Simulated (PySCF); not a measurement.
**Simulated absorption spectrum**

Compound: C5H8B2O.
SMILES: `BCBc1ccco1`

Level of theory: PySCF, TDDFT CAM-B3LYP/def2-SVPD, vertical, gas phase, core orbitals frozen in the response. The structure is a single PBE0-D3(BJ)/def2-SVP conformer in the gas phase; no vibrational or solvent corrections. Torsions of this conformer, `[BH2:1][CH2:2][BH:3][c:4]1[cH:5][cH:6][cH:7][o:8]1`: B1–C2–B3–C4 -89°, C2–B3–C4–C5 179°.

Broadening: Gaussians 0.25 eV wide at half height, area fixed by f = 4.319×10⁻⁹ ∫ε dν̃. The cross-section is σ = 3.8235×10⁻²¹ ε cm², given in Mb (10⁻¹⁸ cm²). The width is an assumption, not a result. The curve ends short of the highest state used, and states not computed would add to its high-energy end.

```csv
λ (nm),σ (Mb)
181.8,2.20
184.8,1.25
187.9,2.65
191.0,4.21
194.0,8.45
197.1,15.61
200.2,14.73
203.3,9.37
206.3,9.54
209.4,12.92
212.5,11.60
215.5,7.29
218.6,6.37
221.7,8.22
224.7,7.91
227.8,5.09
230.9,2.48
234.0,1.10
237.0,0.46
240.1,0.15
243.2,0.07
246.2,0.29
249.3,1.92
252.4,8.81
255.5,28.31
258.5,63.85
261.6,109.06
264.7,139.51
267.7,136.94
270.8,104.86
273.9,63.48
276.9,31.70
280.0,12.65
283.1,4.17
286.2,1.15
289.2,0.28
```

(1) Locate the maxima and give the states behind the curve.

(2) On this curve, what absorbance would a 10⁻⁴ mol/L sample give at 248 nm over a 1 cm path?

Answers

(1) 266 nm (4.66 eV), ε about 37000, made up of S1 (100%); 223 nm (5.56 eV), ε about 2200, made up of S3 (97%); 210 nm (5.89 eV), ε about 3500, made up of S4 (95%); 198 nm (6.25 eV), ε about 4300, made up of S6 (95%) (ε in L mol⁻¹ cm⁻¹; maxima over ε = 5, shares over 10%). At its high-energy end, 6.82 eV, the curve is still rising (ε about 580, from S8). The states used: S1 4.66 eV (f 0.346); S2 5.36 eV (f 0.0021); S3 5.56 eV (f 0.020); S4 5.89 eV (f 0.031); S5 6.08 eV (f 0.0063); S6 6.26 eV (f 0.038); S7 6.53 eV (f 0.0073); S8 6.92 eV (f 0.0079); S9 7.38 eV (f 0.071); S10 7.42 eV (f 0.0017).

(2) 248 nm is 4.999 eV, where ε is about 240 L mol⁻¹ cm⁻¹, so A = ε c l ≈ 0.024 (Beer–Lambert, with the gas-phase spectrum and the assumed width).

All these states lie below the vertical ionisation energy of 9.08 eV (ΔSCF).
